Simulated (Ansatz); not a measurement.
Molecular dynamics of CH₁₁NSi₃

The input (input.yaml):

```yaml
crystal:
  periodic: [false, false, false]
  atoms:
    - { symbol: Si, position_ang: [-0.501887, 2.339248, 0.470516] }
    - { symbol: "N", position_ang: [0.380577, 0.813494, 0.811118] }
    - { symbol: C, position_ang: [0.369328, -0.220478, -0.315251] }
    - { symbol: Si, position_ang: [1.69339, -1.520803, 0.107452] }
    - { symbol: Si, position_ang: [-1.30925, -1.035803, -0.741016] }
    - { symbol: H, position_ang: [-0.290301, 3.216581, 1.612061] }
    - { symbol: H, position_ang: [0.08238, 2.908074, -0.733726] }
    - { symbol: H, position_ang: [-1.94637, 2.209909, 0.262125] }
    - { symbol: H, position_ang: [-0.062642, 0.343359, 1.655173] }
    - { symbol: H, position_ang: [0.720383, 0.313707, -1.224309] }
    - { symbol: H, position_ang: [1.769849, -2.527909, -0.941774] }
    - { symbol: H, position_ang: [1.333459, -2.183506, 1.351792] }
    - { symbol: H, position_ang: [3.0002, -0.901549, 0.262057] }
    - { symbol: H, position_ang: [-1.130768, -2.08236, -1.737986] }
    - { symbol: H, position_ang: [-2.260879, -0.062663, -1.256644] }
    - { symbol: H, position_ang: [-1.870569, -1.631901, 0.462512] }
basis:
  gaussian: { orbitals: STO-3G }
hamiltonian:
  xc: pbe
  dispersion: d4
md:
  timestep: 0.5
  n_steps: 150
  ensemble: nvt_langevin
  temperature: 700.0
  initial_velocities: maxwell_boltzmann
  seed: 103896
  friction: 0.005
scf:
  lower_state_search: "off"
```

Command:

```bash
$ ansatz run input.yaml --threads 1 --pin off --max-ram 2048MiB --backend cpu --events-out ev --progress --plain --runs-dir out
```

It starts from a relaxed structure.

Output, in part (step lines, the closing report, with atoms numbered from 0):

```
md step     0: t =     0.00 fs  T =   656.3 K  F+E_penalty+E_count = -26016.08610833 eV  E_kin = 1.357230 eV  (13 SCF iters)
[... lines left out ...]
Total energy: -26015.49503308 eV, -956.0518085297 hartree
Atom 0 at    -0.165295     2.431220     0.007328 Å, force     1.187684    -0.359440    -0.893088 eV/Å
Atom 1 at     0.427543     0.869174     0.659672 Å, force    -0.226556     0.047552    -0.382963 eV/Å
Atom 2 at     0.282848    -0.336896    -0.284860 Å, force     2.111358     0.147146    -0.317465 eV/Å
Atom 3 at     1.823613    -1.540241     0.030008 Å, force    -0.391280     1.189469    -0.017381 eV/Å
Atom 4 at    -1.304323    -1.378691    -0.387475 Å, force     0.149873    -1.204561    -0.211124 eV/Å
Atom 5 at     0.206854     3.250110     1.099702 Å, force    -0.265066     1.009882     0.809204 eV/Å
Atom 6 at     0.718066     2.905939    -1.138629 Å, force    -1.109361    -0.721794     0.763324 eV/Å
Atom 7 at    -1.606590     2.464035    -0.283902 Å, force     0.155374     0.216910    -0.164136 eV/Å
Atom 8 at     0.023738     0.773390     1.649328 Å, force     0.033035    -0.762897    -0.731110 eV/Å
Atom 9 at     0.538766     0.151802    -1.281757 Å, force    -0.570599    -0.721950     0.580935 eV/Å
Atom 10 at     1.883807    -2.610525    -0.957730 Å, force    -0.111713    -0.015422     0.017067 eV/Å
Atom 11 at     1.632876    -2.116164     1.354182 Å, force     0.206796    -0.068023    -0.035133 eV/Å
Atom 12 at     3.099148    -0.782283    -0.046938 Å, force    -0.612479    -0.379361     0.129023 eV/Å
Atom 13 at    -1.600250    -2.030490    -1.689245 Å, force     0.482476     0.369679     0.457935 eV/Å
Atom 14 at    -2.408539    -0.541523    -0.131650 Å, force    -1.062016     0.708624     0.359356 eV/Å
Atom 15 at    -1.281584    -2.463214     0.623653 Å, force     0.022475     0.544186    -0.364443 eV/Å
Dipole moment:    -0.188995     0.033977    -0.051732 e Å
```

The steps, from the saved trajectory:

```
time (fs)  T (K)  potential energy less start (eV)
      0.0    656                             0.000
      2.5    466                             0.464
      5.0    326                             0.809
      7.5    365                             0.787
     10.0    284                             0.992
     12.5    481                             0.553
     15.0    394                             0.713
     17.5    393                             0.689
     20.0    463                             0.598
     22.5    393                             0.791
     25.0    500                             0.515
     27.5    492                             0.569
     30.0    448                             0.618
     32.5    498                             0.529
     35.0    310                             0.921
     37.5    361                             0.808
     40.0    349                             0.802
     42.5    388                             0.724
     45.0    491                             0.463
     47.5    485                             0.544
     50.0    469                             0.561
     52.5    430                             0.683
     55.0    322                             0.820
     57.5    376                             0.745
     60.0    390                             0.704
     62.5    480                             0.583
     65.0    459                             0.645
     67.5    386                             0.810
     70.0    373                             0.763
     72.5    358                             0.773
     75.0    493                             0.591
```

All steps were run. The mean temperature of the second half is 41 % below the set value. A run of 0.075 ps of so small a system gives no equilibrium averages. Limits of this set-up: minimal basis.

The same pairs are bonded in the first frame and the last. Pairs count as bonded within 1.25 times the sum of covalent radii (0.12 Å more for H–H).

Last frame:

```xyz
16
Properties=species:S:1:pos:R:3
Si -0.165 2.431 0.007
N 0.427 0.869 0.660
C 0.283 -0.337 -0.285
Si 1.824 -1.540 0.030
Si -1.304 -1.379 -0.388
H 0.207 3.250 1.100
H 0.718 2.906 -1.139
H -1.607 2.464 -0.284
H 0.024 0.773 1.649
H 0.539 0.152 -1.282
H 1.884 -2.611 -0.958
H 1.633 -2.116 1.354
H 3.099 -0.782 -0.047
H -1.600 -2.030 -1.689
H -2.409 -0.541 -0.132
H -1.282 -2.463 0.624
```

Run time: 7.1 min on 1 CPU thread of a shared host.
